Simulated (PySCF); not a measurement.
# Relaxation of quartet IrH₂

Level of theory: UPBE0/[Ir def2-TZVP with ECP60, H def2-TZVP], scalar-relativistic core potentials, density fitting, no spin–orbit coupling, PySCF. A (50,194) grid was used.

A hand-made linear start, of D∞h symmetry, held to at least that symmetry:

```xyz
3
charge 0 multiplicity 4, angstrom
Ir    0.0000    0.0000    0.0000
H     0.0000    0.0000    1.5400
H     0.0000    0.0000   -1.5400
```

Optimiser trace:
```
step  E − E(last) (kJ/mol)  largest gradient (Eh/bohr)
   0                 45.56                     0.06594
   1                  5.28                     0.01936
   2                  0.42                     0.00515
   3                  0.01                     0.00059
   4                  0.00                     0.00002
```

It ends at D∞h with Ir–H 1.696 Å (×2); H–Ir–H 180.0°. A frequency run shows 2 imaginary modes, down to 774i cm⁻¹, so it is a higher-order saddle point. Other isomers or separated fragments may lie lower.

Final geometry:
```xyz
3
charge 0 multiplicity 4, angstrom
Ir    0.0000    0.0000    0.0000
H     0.0000    0.0000    1.6960
H     0.0000    0.0000   -1.6960
```

With open d or f shells other occupations or spin states may lie lower. At this level a doublet minimum of C2v symmetry lies 188 kJ/mol below this structure. No spin–orbit coupling is included, which matters more the heavier the element.

The relaxation took of the order of 14 core-seconds on a shared host.
